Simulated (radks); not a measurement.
Task: Radial electron density D(r) = 4 pi r^2 rho(r) of an atom or ion with 41 electrons. All-electron calculation, Dirac Kohn-Sham, BLYP, spin-unpolarised, spherical densities, finite nucleus; Fermi nuclear charge, rms radius of each element as measured or else 0.836 A^(1/3) + 0.57 fm. Program: a radial shooting solver on a logarithmic mesh with Libxc functionals.

```
   r/bohr * D(r) (the largest magnitude, 63.5, reaches the edge; | marks zero)
 0.004569 |        *
 0.006094 |             *
 0.008194 |                   *
  0.01102 |                           *
  0.01469 |                                    *
  0.01975 |                                          *
  0.02656 |                                            *
  0.03542 |                                         *
  0.04763 |                                     *
  0.06403 |                                       *
   0.0854 |                                                 *
   0.1148 |                                                      *
   0.1531 |                                              *
   0.2059 |                                  *
   0.2768 |                                    *
   0.3692 |                                        *
   0.4964 |                            *
   0.6674 |            *
   0.8901 |        *
    1.197 |        *
    1.609 |    *
    2.146 | *
    2.885 |*
    3.848 |*
    5.174 *
    6.956 *
    9.278 *
    12.47 *
```

What is the nuclear charge?

Result: Z = 41. The innermost maximum, from 1s, lies near gamma/Z bohr with gamma = sqrt(1 - (Z/c)^2) = 0.954, here 0.0233 bohr (found: 0.0255), and its height grows with Z. The density is that of neutral niobium in [Kr] 4d4 5s1; the configuration itself is not fixed sharply by these data, and Z only to a few units. D(r) has 4 maxima, at r = 0.0255, 0.112, 0.355, 1.01 bohr, and minima at 0.0512, 0.227, 0.912 bohr, inside which lie 2.05, 11.07, 29.51 electrons.
